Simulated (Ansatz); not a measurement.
Calculated with Ansatz (gas phase, PBE0-D4/def2-TZVP geometries, no zero-point term in ΔE). CBS: MP2 limit from def2 TZ/QZ plus the TZ coupled-cluster correction, frozen cores. This one scheme is used for every species. DFT in def2-TZVPP. B3LYP here is the variant with VWN-RPA as its local correlation; programs differ in this. HSE06 is defined as in plane-wave codes. def2 core potentials past Kr. For Te outer-core shells are correlated without core-valence functions, which leaves a few kJ/mol of doubt a bond. Each species was taken in one conformer, which may not be the lowest.

Consider the formal exchange of groups at a Te–Si bond: `S[SiH2][TeH]` + `CC` → `CC[TeH]` + `[SiH3]S`.

`S[SiH2][TeH]`:

```xyz
7

S     1.227    1.628    0.693
Si   -0.183    0.036    0.547
Te   -0.979   -0.153   -1.811
H     2.058    1.119   -0.233
H     0.378   -1.279    0.946
H    -1.257    0.429    1.490
H    -1.244   -1.780   -1.630
```

`CC`:

Z-matrix (Å, degrees):
```
C
C 1 1.519
H 1 1.093 2 111.4
H 1 1.093 2 111.4 3 120.0
H 1 1.093 2 111.4 3 -120.0
H 2 1.093 1 111.4 3 180.0
H 2 1.093 1 111.4 3 -60.0
H 2 1.093 1 111.4 3 60.0
```

`CC[TeH]`:

```xyz
9

C     0.484   -0.689   -0.820
C     0.161    0.413    0.167
Te   -1.683   -0.036    1.193
H     0.606   -1.654   -0.321
H     1.418   -0.468   -1.344
H    -0.299   -0.797   -1.574
H     0.025    1.371   -0.332
H     0.935    0.512    0.926
H    -1.647    1.348    2.105
```

`[SiH3]S`:

```xyz
6

Si    0.202   -0.473   -0.118
S    -0.020    1.353    0.970
H    -1.044   -1.281   -0.092
H     1.291   -1.199    0.578
H     0.581   -0.224   -1.532
H    -1.011    1.825    0.194
```

| level | ΔE (kcal/mol) | difference from CCSD(T)/CBS |
| --- | --- | --- |
| LDA (SPW92) | 25.0 | 1.5 |
| PBE-D4 | 25.1 | 1.6 |
| revPBE-D4 | 24.3 | 0.8 |
| BLYP-D4 | 23.3 | -0.2 |
| r2SCAN-D4 | 25.2 | 1.7 |
| B97M-V | 24.5 | 1.0 |
| PBE0-D4 | 25.7 | 2.2 |
| B3LYP-D4 | 24.1 | 0.6 |
| r2SCANh-D4 | 25.4 | 1.9 |
| r2SCAN0-D4 | 25.8 | 2.3 |
| HSE06-D4 | 25.8 | 2.3 |
| CAM-B3LYP-D4 | 23.7 | 0.2 |
| ωB97X-V | 23.8 | 0.3 |
| ωB97M-V | 24.0 | 0.5 |
| B2PLYP | 23.6 | 0.1 |
| PBE-QIDH | 25.1 | 1.6 |
| PBE | 24.9 | 1.4 |
| revPBE | 24.8 | 1.3 |
| BLYP | 23.1 | -0.4 |
| B3LYP | 23.7 | 0.2 |
| r2SCANh | 25.4 | 1.9 |
| r2SCAN0 | 25.7 | 2.2 |
| HSE06 | 25.5 | 2.0 |
| BHLYP | 24.2 | 0.7 |
| CAM-B3LYP | 23.4 | -0.1 |
| LC-ωPBE | 24.9 | 1.4 |
| RPA@PBE/def2-TZVPP | 20.6 | -2.9 |
| HF/def2-SVP | 25.3 | 1.8 |
| MP2/def2-SVP | 24.7 | 1.2 |
| CCSD/def2-SVP | 24.2 | 0.7 |
| CCSD(T)/def2-SVP | 24.0 | 0.5 |
| MP2/def2-TZVPP | 23.5 | 0.0 |
| SCS-MP2/def2-TZVPP | 22.4 | -1.1 |
| CCSD(T)/def2-TZVPP | 22.5 | -1.0 |
| HF/def2-QZVPP | 23.7 | 0.2 |
| MP2/def2-QZVPP | 24.0 | 0.5 |
| SCS-MP2/def2-QZVPP | 23.0 | -0.5 |
| HF/CBS(def2) | 23.7 | 0.2 |
| MP2/CBS(def2) | 24.5 | 1.0 |
| CCSD/CBS(def2) | 23.7 | 0.2 |
| CCSD(T)/CBS | 23.5 | 0 |

(1) What do rigid-rotor, harmonic-oscillator terms from PBE0-D4/def2-TZVP frequencies (298.15 K, 1 bar) make of the CCSD(T)/CBS value? (An estimate is asked.)

Largest T1 diagnostic among the species: 0.011.

## Answers

(1) Computed: ΔZPE = -1.6 kcal/mol, ΔH = +21.7 kcal/mol, ΔS = 13 J/(mol·K), ΔG = +20.8 kcal/mol.

Leaving LDA and LC-ωPBE aside and taking each functional with its dispersion term where it has one, the values spread over 2.5 kcal/mol, from BLYP-D4 to r2SCAN0-D4. From BLYP to BHLYP (50 % exact exchange), in def2-TZVPP and without D4, ΔE moves by +1.1 kcal/mol.
